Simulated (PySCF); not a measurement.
Isomers of C3H11NO2Si3, mass 177.010 u with the commonest isotopes. Method used: PBE0/pcSseg-1 in PySCF (dipole) on a GFN2-xTB geometry, gas phase. One conformer each, none proved a minimum here; rigid rotors.

Question: Order these by radius of gyration √(Σ m r²/M), smallest first.
A. `[O:1]=[CH:2][C@@H:3]1[CH2:4][Si@@H:5]([N:6]([SiH3:7])[SiH3:8])[O:9]1` with O1–C2–C3–C4 -96°, C4–Si5–N6–Si7 73°
B. `[CH3:1]/[C:2]([CH:3]=[O:4])=[N:5]\[SiH2:6][SiH2:7][O:8][SiH3:9]` with C1–C2–C3–O4 1°, C2–N5–Si6–Si7 85°, N5–Si6–Si7–O8 -19°, Si6–Si7–O8–Si9 71°
C. `[CH3:1]/[N:2]=[CH:3]/[C@@H:4]1[SiH2:5][O:6][Si@@H:7]1[O:8][SiH3:9]` with N2–C3–C4–Si5 17°, O6–Si7–O8–Si9 -47°

Answer: C (2.209 Å), B (2.432 Å), A (2.561 Å).

Question: Order these by out-of-plane moment Σ m c² = (Ia + Ib − Ic)/2, smallest first.
A. `[O:1]=[CH:2][C@@H:3]1[CH2:4][Si@@H:5]([N:6]([SiH3:7])[SiH3:8])[O:9]1` with O1–C2–C3–C4 -96°, C4–Si5–N6–Si7 73°
B. `[CH3:1]/[C:2]([CH:3]=[O:4])=[N:5]\[SiH2:6][SiH2:7][O:8][SiH3:9]` with C1–C2–C3–O4 1°, C2–N5–Si6–Si7 85°, N5–Si6–Si7–O8 -19°, Si6–Si7–O8–Si9 71°
C. `[CH3:1]/[N:2]=[CH:3]/[C@@H:4]1[SiH2:5][O:6][Si@@H:7]1[O:8][SiH3:9]` with N2–C3–C4–Si5 17°, O6–Si7–O8–Si9 -47°

Answer: A (46.20 u·Å²), B (65.12 u·Å²), C (88.68 u·Å²).

Question: Order these by rotational constant C, smallest first.
A. `[O:1]=[CH:2][C@@H:3]1[CH2:4][Si@@H:5]([N:6]([SiH3:7])[SiH3:8])[O:9]1` with O1–C2–C3–C4 -96°, C4–Si5–N6–Si7 73°
B. `[CH3:1]/[N:2]=[CH:3]/[C@@H:4]1[SiH2:5][O:6][Si@@H:7]1[O:8][SiH3:9]` with N2–C3–C4–Si5 17°, O6–Si7–O8–Si9 -47°
C. `[CH3:1]/[C:2]([CH:3]=[O:4])=[N:5]\[SiH2:6][SiH2:7][O:8][SiH3:9]` with C1–C2–C3–O4 1°, C2–N5–Si6–Si7 85°, N5–Si6–Si7–O8 -19°, Si6–Si7–O8–Si9 71°

Answer: A (453.4 MHz), C (514.6 MHz), B (652.2 MHz).

```tsv
SMILES	point group	Ia (u·Å²)	Ib (u·Å²)	Ic (u·Å²)	κ	μa (D)	μb (D)	μc (D)
C/C(C=O)=N\[SiH2][SiH2]O[SiH3]	C1	447.48	664.89	982.13	-0.20	1.58	0.78	0.70
O=C[C@@H]1C[Si@@H](N([SiH3])[SiH3])O1	C1	220.16	986.99	1114.75	-0.94	3.46	0.81	0.73
C/N=C/[C@@H]1[SiH2]O[Si@@H]1O[SiH3]	C1	444.87	507.33	774.84	0.42	1.17	1.79	1.28
```
